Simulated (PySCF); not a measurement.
Species: C3H6F3NSi.
Geometry (PBE0-D3(BJ)/def2-SVP, Å), atoms numbered from 1 in this order:
```
atom  x, y, z in Å
F1    -3.429   -0.325   -0.472
C2    -2.270   -0.437    0.178
F3    -2.489   -0.098    1.456
F4    -1.918   -1.726    0.166
C5    -1.204    0.428   -0.445
C6     0.127    0.288    0.238
N7     1.194    0.115   -0.414
Si8    2.788   -0.035    0.310
H9    -1.099    0.168   -1.507
H10   -1.550    1.473   -0.371
H11    0.089    0.362    1.348
H12    3.643    1.060   -0.230
H13    2.741    0.055    1.808
H14    3.355   -1.352   -0.097
```

The calculation used TDDFT wB97X-D/def2-SVPD, vertical, gas phase, core orbitals frozen in the response (PySCF).

Each state is given a Gaussian of 0.25 eV full width at half maximum, with ε(max) = 2.175×10⁸ f / Δν̃ (Δν̃ the width in cm⁻¹). The width is an assumption, not a result. The curve ends short of the highest state used, and states not computed would add to its high-energy end.

(E (eV), ε (L mol⁻¹ cm⁻¹)): (3.96, 0), (4.14, 5), (4.32, 29), (4.50, 9), (4.67, 0), (4.85, 0), (5.03, 0), (5.21, 0), (5.39, 0), (5.56, 0), (5.74, 0), (5.92, 0), (6.10, 0), (6.28, 0), (6.45, 0), (6.63, 21), (6.81, 958), (6.99, 2466), (7.17, 366), (7.34, 1832), (7.52, 36008), (7.70, 40403), (7.88, 3734), (8.06, 3524)

Q: Locate the maxima and give the states behind the curve.

A: 286 nm (4.34 eV), ε about 29, made up of S1 (100%); 178 nm (6.96 eV), ε about 2600, made up of S2 (100%); 163 nm (7.62 eV), ε about 55000, made up of S3 (100%) (ε in L mol⁻¹ cm⁻¹; maxima over ε = 5, shares over 10%). At its high-energy end, 8.06 eV, the curve is still rising (ε about 3500, from S6 and S7). The states used: S1 4.34 eV (f 0.0003); S2 6.96 eV (f 0.024); S3 7.62 eV (f 0.505); S4 7.83 eV (f 0.0070); S5 7.90 eV (f 0.0003); S6 7.96 eV (f 0.0059); S7 8.24 eV (f 0.118); S8 8.39 eV (f 0.0083); S9 8.54 eV (f 0.043); S10 8.66 eV (f 0.078).

Q: What would ε be at 7.62 eV, the highest of these maxima, with half the width (0.125 eV)?

A: About 109000 L mol⁻¹ cm⁻¹ against 54600, a factor of about 1.99; a lone state at its own centre would give exactly 2.

Q: On this curve, what absorbance would a 10⁻⁵ mol/L sample give at 280 nm over a 1 cm path?

A: 280 nm is 4.428 eV, where ε is about 20 L mol⁻¹ cm⁻¹, so A = ε c l ≈ 0.0002 (Beer–Lambert, with the gas-phase spectrum and the assumed width).

Q: Coming from long wavelengths, where does ε first pass 100 L mol⁻¹ cm⁻¹?

A: At about 185 nm (6.69 eV), 2.35 eV above S1.

All these states lie below the vertical ionisation energy of 9.66 eV (ΔSCF).

The run took 3.8 min (grids of density and orbitals included) on one thread of an Intel Xeon at 2.50 GHz, shared host with 64 logical CPUs at a one-minute load of 62, and the process peaked at 0.96 GiB of memory.

One conformer stands for the species.
